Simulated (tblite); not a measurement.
(CF3)2C(OH)2, C3H2F6O2.
Numbering: `[OH:1][C:2]([OH:3])([C:4]([F:5])([F:6])[F:7])[C:8]([F:9])([F:10])[F:11]` (hydrogens: H12 on O1; H13 on O3)

Computed with GFN2-xTB (tblite), gas phase: L-BFGS steps from a force-field or distance-geometry start until the largest atomic force falls under 0.01 eV/Å.

The end geometry, which sets the zero of energy:
```
atom  x, y, z in Å
O1      0.0254    0.5169   -1.5136
C2     -0.0163    0.3162   -0.1488
O3     -0.1248    1.4835    0.5793
C4     -1.2386   -0.6119    0.1021
F5     -1.2411   -1.1034    1.3399
F6     -1.2946   -1.6293   -0.7437
F7     -2.3622    0.1023   -0.0394
C8      1.2872   -0.3691    0.3505
F9      1.3803   -1.6263   -0.0788
F10     2.3415    0.2937   -0.1409
F11     1.3916   -0.3771    1.6707
H12     0.7942    1.0521   -1.7648
H13    -0.9469    1.9529    0.3697
```

**Question.** These geometries come from the run, each turned onto the end geometry. Order them by energy, lowest first.
A.
```
atom  x, y, z in Å
O1      0.0314    0.4842   -1.5374
C2      0.0006    0.3040   -0.1670
O3     -0.0804    1.4627    0.5770
C4     -1.2431   -0.5836    0.1161
F5     -1.3687   -0.8178    1.4213
F6     -1.2193   -1.7533   -0.4994
F7     -2.3408    0.0880   -0.2595
C8      1.3037   -0.3973    0.3175
F9      1.4714   -1.5724   -0.2876
F10     2.3391    0.3800   -0.0082
F11     1.3372   -0.5724    1.6295
H12     0.7142    1.0940   -1.8237
H13    -0.9496    1.8844    0.5037
```
B.
```
atom  x, y, z in Å
O1     -0.0045    0.5214   -1.5058
C2     -0.0141    0.3112   -0.1412
O3     -0.0961    1.4738    0.5974
C4     -1.2438   -0.5977    0.1330
F5     -1.3672   -0.8866    1.4278
F6     -1.2053   -1.7388   -0.5388
F7     -2.3526    0.0604   -0.2253
C8      1.2952   -0.3856    0.3128
F9      1.4537   -1.5668   -0.2812
F10     2.3391    0.3725   -0.0428
F11     1.3503   -0.5732    1.6229
H12     0.7567    1.0614   -1.7710
H13    -0.9158    1.9485    0.3944
```
C.
```
atom  x, y, z in Å
O1      0.1619    0.3863   -1.5296
C2      0.0630    0.2874   -0.1485
O3     -0.0065    1.4908    0.5099
C4     -1.1988   -0.5826    0.1268
F5     -1.4037   -0.8098    1.4203
F6     -1.1664   -1.7408   -0.5117
F7     -2.2692    0.1040   -0.3138
C8      1.3417   -0.4352    0.3624
F9      1.5147   -1.5906   -0.2716
F10     2.4116    0.3242    0.1402
F11     1.2823   -0.6937    1.6653
H12     0.1084    1.3059   -1.8176
H13    -0.8433    1.9547    0.3501
```
D.
```
atom  x, y, z in Å
O1      0.0529    0.4134   -1.5564
C2      0.0356    0.2661   -0.1809
O3     -0.0450    1.4693    0.4917
C4     -1.2431   -0.5759    0.1179
F5     -1.4047   -0.7711    1.4239
F6     -1.2897   -1.7426   -0.4962
F7     -2.3004    0.1476   -0.2914
C8      1.3541   -0.4172    0.3245
F9      1.5802   -1.5964   -0.2456
F10     2.4023    0.3632    0.0476
F11     1.3067   -0.6026    1.6393
H12     0.5034    1.2445   -1.7990
H13    -0.9564    1.8022    0.5068
```
E.
```
atom  x, y, z in Å
O1      0.0133    0.5037   -1.5162
C2     -0.0181    0.3108   -0.1500
O3     -0.1157    1.4826    0.5737
C4     -1.2449   -0.6055    0.1136
F5     -1.2547   -1.0821    1.3582
F6     -1.3016   -1.6374   -0.7170
F7     -2.3651    0.1131   -0.0429
C8      1.2899   -0.3675    0.3461
F9      1.4325   -1.5980   -0.1438
F10     2.3343    0.3513   -0.0870
F11     1.3617   -0.4442    1.6671
H12     0.7957    1.0112   -1.7792
H13    -0.9316    1.9626    0.3598
```

**Answer.** E (0.002 eV), B (0.011 eV), A (0.035 eV), D (0.079 eV), C (0.140 eV).

In the order of the answer:

```
step  E above end (eV)  largest force (eV/Å)  rms force component (eV/Å)  rms distance from end (Å)  rms bond change (Å)  bond most changed (Å)
  73             0.002                  0.08                       0.027                      0.043                0.001           C4–F6 +0.002
  51             0.011                  0.06                       0.017                      0.148                0.001           C2–C8 -0.004
  35             0.035                  0.56                       0.141                      0.175                0.004          O1–H12 -0.011
  28             0.079                  0.34                       0.109                      0.226                0.005           C2–C8 +0.014
  17             0.140                  0.13                       0.045                      0.299                0.005          C8–F10 -0.008
```

Run on an Arm Neoverse V2 with one thread, no GPU (shared host).
